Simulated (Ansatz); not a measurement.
Basis-set series for H$_{8}$OSSi$_{3}$ (`O[SiH]([SiH3])[SiH2]S`). Total charge 0; spin multiplicity 1. Geometry: relaxed with PBE0-D4/def2-TZVP. It is one conformer, not always the lowest.

| functional | basis | functions | energy (Eh) | HOMO (eV) | LUMO (eV) |
| --- | --- | --- | --- | --- | --- |
| PBE0-D4 | def2-TZVPP | 311 | -1346.27030 | -7.32 | -1.03 |
| PBE0-D4 | def2-QZVPP | 577 | -1346.31633 | -7.33 | -1.11 |
| ωB97M-V | def2-TZVPP | 311 | -1346.71885 | -9.32 | 0.69 |
| ωB97M-V | def2-QZVPP | 577 | -1346.76245 | -9.34 | 0.51 |

(1) Give the rows for def2-SVP. (An estimate is asked.)

## Answers

(1) Ansatz gave: 
| functional | basis | functions | energy (Eh) | HOMO (eV) | LUMO (eV) |
| --- | --- | --- | --- | --- | --- |
| PBE0-D4 | def2-SVP | 126 | -1345.72337 | -7.27 | -0.78 |
| ωB97M-V | def2-SVP | 126 | -1346.16793 | -9.24 | 1.08 |

Positive LUMOs are unbound and depend on the basis.
